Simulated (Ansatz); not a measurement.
Isolated molecules relaxed with PBE0-D4/def2-TZVP in Ansatz; ΔE leaves out vibrations. CBS: MP2 limit from def2 TZ/QZ plus the TZ coupled-cluster correction, frozen cores. This one scheme is used for every species, atoms too. DFT in def2-TZVPP. No spin–orbit coupling; open shells (•) take unrestricted orbitals. Spin–orbit coupling would lower the free atoms: a little for F. Each species was taken in one conformer, which may not be the lowest.

`O[SiH](O)F` → F• + `O[SiH]O`•  (homolysis of the F–Si bond)

`O[SiH](O)F`:

Z-matrix (Å, degrees):
```
Si
O 1 1.619
F 1 1.595 2 111.7
O 1 1.630 2 108.7 3 118.8
H 1 1.469 2 107.5 3 -117.0
H 2 0.959 1 118.7 3 -79.5
H 4 0.958 1 118.6 2 -158.0
```

`O[SiH]O`•:

```xyz
6

O    -0.090   -0.343   -1.232
Si    0.403   -0.256    0.342
O    -0.659    0.708    1.140
H     0.225   -1.088   -1.748
H     1.714    0.451    0.482
H    -1.593    0.528    1.017
```

CCSD(T)/CBS gives +702.8 kJ/mol.

Q: Another level gave +676.2 kJ/mol. Which?
A. CAM-B3LYP-D4/def2-TZVPP
B. CCSD/def2-TZVPP
C. PBE0-D4/def2-TZVPP
D. r2SCAN0-D4/def2-TZVPP

A: B. CCSD/def2-TZVPP 676.2, r2SCAN0-D4 662.7, PBE0-D4 667.6, CAM-B3LYP-D4 689.2 kJ/mol.

Q: What do rigid-rotor, harmonic-oscillator terms from PBE0-D4/def2-TZVP frequencies (298.15 K, 1 bar) make of the CCSD(T)/CBS value? (An estimate is asked.)

A: Ansatz gave: ΔZPE = -12.5 kJ/mol, ΔH = +694.6 kJ/mol, ΔS = 145 J/(mol·K), ΔG = +651.4 kJ/mol. Open shells count their whole term as degenerate.

Largest T1 diagnostic among the species: 0.015.

At CCSD(T), def2-SVP lies −56.6 kJ/mol from the extrapolated value and def2-TZVPP −18.9 kJ/mol: correlation converges slowly with the basis, and small sets miss more of it in the bonded molecule than in its fragments. From BLYP to BHLYP (50 % exact exchange), in def2-TZVPP and without D4, ΔE moves by −10.5 kJ/mol: exact exchange takes away binding that semilocal exchange gives to molecules. The D4 term adds +4.0 kJ/mol with B3LYP and +2.1 kJ/mol with PBE0; it sums over pairs of atoms, weighted by their polarisabilities, and B3LYP, whose exchange is more repulsive, gets the larger term.

B3LYP here is the variant with VWN-RPA as its local correlation; programs differ in this.

CCSD(T)/CBS has its own doubt, a few kJ/mol and more with outer-core shells, so smaller differences from it don't rank the levels.
